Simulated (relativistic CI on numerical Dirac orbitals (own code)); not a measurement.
## Energy levels of La XXI

Calculated at this level of theory: Dirac-Coulomb-Breit CI, separate exchange-only KLI orbitals for each configuration, a model potential for QED, unscaled Slater integrals (own radial code, finite nucleus).

Configurations in the expansion (outside the closed core [Ar] 3d10): 4s²4p⁶4d, 4s²4p⁵4d², 4s²4p⁶4f, 4s4p⁶4d², 4s²4p⁵4d4f, 4s²4p⁶5s, 4s4p⁶4d4f, 4s²4p⁶5p, 4s²4p⁶5d, 4s²4p⁵4d5s, 4p⁶4d³, 4p⁵4d⁴, 4p⁵4d³4f. Double excitations out of closed p, d and f shells are left out; levels of such configurations are missing from the list, as are those of other unlisted configurations, and high levels can miss mixing partners. These lack a partner that the ground configuration has and come out too high: 4s²4p⁵4d5s.

The lowest level is 4s²4p⁶4d ²D3/2, with 99 % of that term; Hund's rules for 4s²4p⁶4d give ²D with J = 3/2, in agreement.

| No. | Configuration | Term | J | E (cm⁻¹) | % | Landé g | Lifetime (s) | jj configuration (%) |
| --- | --- | --- | --- | --- | --- | --- | --- | --- |
| 1 | 4s²4p⁶4d | ²D | 3/2 | 0 | 99 | 0.798 |  | 4d3/2 (99) |
| 2 | 4s²4p⁶4d | ²D | 5/2 | 32622 | 99 | 1.199 | 2.68e-03 | 4d5/2 (99) |
| 3 | 4s²4p⁵4d² | ⁴D° | 1/2 | 726945 | 94 | 0.049 | 6.76e-08 | 4p3/2^3 4d3/2^2 (76) |
| 4 | 4s²4p⁵4d² | ⁴D° | 3/2 | 731573 | 72 | 1.093 | 1.77e-07 | 4p3/2^3 4d3/2^2 (78) |
| 5 | 4s²4p⁵4d² | ⁴D° | 5/2 | 745877 | 53 | 1.200 | 5.39e-08 | 4p3/2^3 4d3/2^2 (48) |
| 6 | 4s²4p⁵4d² | ⁴G° | 7/2 | 760200 | 43 | 1.091 | 1.89e-08 | 4p3/2^3 4d3/2^2 (61) |
| 7 | 4s²4p⁵4d² | ²F° | 5/2 | 762273 | 27 | 1.154 | 4.06e-09 | 4p3/2^3 4d3/2 4d5/2 (58) |
| 8 | 4s²4p⁵4d² | ⁴D° | 7/2 | 769703 | 60 | 1.293 | 4.63e-08 | 4p3/2^3 4d3/2 4d5/2 (49) |
| 9 | 4s²4p⁵4d² | ⁴G° | 9/2 | 772872 | 75 | 1.189 | 1.31e-02 | 4p3/2^3 4d3/2 4d5/2 (96) |
| 10 | 4s²4p⁵4d² | ⁴G° | 11/2 | 783231 | 88 | 1.249 | 4.27e-02 | 4p3/2^3 4d3/2 4d5/2 (53) |
| 11 | 4s²4p⁵4d² | ⁴P° | 5/2 | 785251 | 52 | 1.291 | 2.45e-08 | 4p3/2^3 4d3/2 4d5/2 (89) |
| 12 | 4s²4p⁵4d² | ⁴P° | 3/2 | 785758 | 46 | 1.480 | 4.12e-09 | 4p3/2^3 4d3/2 4d5/2 (55) |
| 13 | 4s²4p⁵4d² | ²D° | 3/2 | 786929 | 41 | 0.952 | 2.38e-10 | 4p3/2^3 4d3/2^2 (48) |
| 14 | 4s²4p⁵4d² | ²G° | 7/2 | 802636 | 49 | 1.045 | 7.74e-08 | 4p3/2^3 4d3/2 4d5/2 (93) |
| 15 | 4s²4p⁵4d² | ⁴P° | 1/2 | 807561 | 49 | 1.823 | 1.70e-08 | 4p3/2^3 4d3/2 4d5/2 (91) |
| 16 | 4s²4p⁵4d² | ²D° | 5/2 | 817142 | 55 | 1.124 | 2.80e-10 | 4p3/2^3 4d5/2^2 (59) |
| 17 | 4s²4p⁵4d² | ²F° | 7/2 | 818499 | 64 | 1.164 | 1.99e-10 | 4p3/2^3 4d3/2 4d5/2 (61) |
| 18 | 4s²4p⁵4d² | ⁴F° | 9/2 | 821439 | 62 | 1.247 | 6.51e-04 | 4p3/2^3 4d5/2^2 (60) |
| 19 | 4s²4p⁵4d² | ²H° | 11/2 | 823529 | 88 | 1.111 | 1.92e-03 | 4p3/2^3 4d5/2^2 (53) |
| 20 | 4s²4p⁵4d² | ²F° | 5/2 | 827055 | 28 | 1.115 | 1.07e-10 | 4p3/2^3 4d3/2 4d5/2 (46) |
| 21 | 4s²4p⁵4d² | ²P° | 3/2 | 830080 | 24 | 1.175 | 3.06e-10 | 4p3/2^3 4d3/2 4d5/2 (83) |
| 22 | 4s²4p⁵4d² | ⁴D° | 7/2 | 830263 | 43 | 1.248 | 1.86e-10 | 4p3/2^3 4d5/2^2 (51) |
| 23 | 4s²4p⁵4d² | ²P° | 1/2 | 848625 | 67 | 1.187 | 2.46e-10 | 4p3/2^3 4d5/2^2 (91) |
| 24 | 4s²4p⁵4d² | ²F° | 5/2 | 848995 | 27 | 0.976 | 3.22e-11 | 4p3/2^3 4d3/2 4d5/2 (59) |
| 25 | 4s²4p⁵4d² | ²G° | 9/2 | 854409 | 58 | 1.035 | 7.78e-04 | 4p3/2^3 4d3/2 4d5/2 (62) |
| 26 | 4s²4p⁵4d² | ²D° | 3/2 | 866326 | 39 | 0.848 | 2.05e-11 | 4p3/2^3 4d3/2 4d5/2 (54) |
| 27 | 4s²4p⁵4d² | ²F° | 7/2 | 890320 | 32 | 1.155 | 6.23e-11 | 4p3/2^3 4d5/2^2 (73) |
| 28 | 4s²4p⁵4d² | ⁴G° | 5/2 | 904862 | 31 | 0.909 | 3.16e-11 | 4p1/2 4p3/2^4 4d3/2^2 (48) |
| 29 | 4s²4p⁵4d² | ²P° | 3/2 | 906897 | 49 | 1.220 | 2.60e-10 | 4p3/2^3 4d5/2^2 (83) |
| 30 | 4s²4p⁵4d² | ⁴D° | 1/2 | 911940 | 56 | 0.561 | 1.04e-11 | 4p3/2^3 4d3/2 4d5/2 (42) |
| 31 | 4s²4p⁵4d² | ²F° | 5/2 | 920199 | 28 | 1.001 | 3.28e-11 | 4p1/2 4p3/2^4 4d3/2^2 (28) |
| 32 | 4s²4p⁵4d² | ²P° | 3/2 | 931477 | 38 | 1.523 | 1.29e-11 | 4p3/2^3 4d5/2^2 (52) |
| 33 | 4s²4p⁵4d² | ⁴G° | 7/2 | 951522 | 35 | 1.046 | 5.18e-10 | 4p1/2 4p3/2^4 4d3/2 4d5/2 (90) |
| 34 | 4s²4p⁶4f | ²F° | 7/2 | 958861 | 49 | 1.114 | 5.58e-11 | 4f7/2 (49) |
| 35 | 4s²4p⁵4d² | ²F° | 5/2 | 971059 | 36 | 1.027 | 3.46e-11 | 4p1/2 4p3/2^4 4d3/2 4d5/2 (82) |
| 36 | 4s²4p⁵4d² | ⁴D° | 3/2 | 973412 | 37 | 1.096 | 2.12e-10 | 4p1/2 4p3/2^4 4d3/2 4d5/2 (89) |
| 37 | 4s²4p⁵4d² | ²G° | 9/2 | 976053 | 49 | 1.099 | 1.15e-05 | 4p1/2 4p3/2^4 4d3/2 4d5/2 (79) |
| 38 | 4s²4p⁵4d² | ²S° | 1/2 | 978565 | 47 | 1.689 | 1.00e-09 | 4p1/2 4p3/2^4 4d3/2 4d5/2 (91) |
| 39 | 4s²4p⁵4d² | ²G° | 7/2 | 998598 | 34 | 1.131 | 6.87e-11 | 4p1/2 4p3/2^4 4d5/2^2 (83) |
| 40 | 4s²4p⁵4d² | ²P° | 3/2 | 1015084 | 32 | 1.375 | 3.51e-10 | 4p1/2 4p3/2^4 4d5/2^2 (93) |
| 41 | 4s²4p⁵4d² | ²G° | 9/2 | 1018641 | 50 | 1.058 | 1.02e-05 | 4p1/2 4p3/2^4 4d5/2^2 (78) |
| 42 | 4s²4p⁵4d² | ²D° | 5/2 | 1027756 | 42 | 1.113 | 9.98e-10 | 4p1/2 4p3/2^4 4d5/2^2 (94) |
| 43 | 4s²4p⁵4d² | ²P° | 1/2 | 1068839 | 78 | 0.680 | 3.59e-12 | 4p1/2 4p3/2^4 4d5/2^2 (75) |
| 44 | 4s²4p⁵4d² | ²F° | 5/2 | 1088585 | 45 | 0.881 | 8.10e-13 | 4f5/2 (45) |
| 45 | 4s²4p⁵4d² | ²P° | 1/2 | 1099203 | 99 | 0.663 | 1.29e-12 | 4p1/2 4p3/2^4 4d3/2^2 (61) |

Energies count from the lowest computed level; ° marks odd parity; lifetimes are radiative, by E1, M1, E2, M2, E3 decay to levels of this space only. Filled j subshells are mostly left out of the jj labels.

The mean weight of the leading LS term, summed over parents, in these 45 levels is 53 %, and that of the leading jj configuration (from the same eigenvectors) 69 %, so jj coupling describes them better and the LS labels are nominal.

At this charge energies of transitions that change n are usually good to better than 1 %, and those within a shell (Δn = 0) to a few per cent.

LS names give the leading component of a level, which can be under half, so a name can repeat, a term be missing and a line seem to break the LS rules.
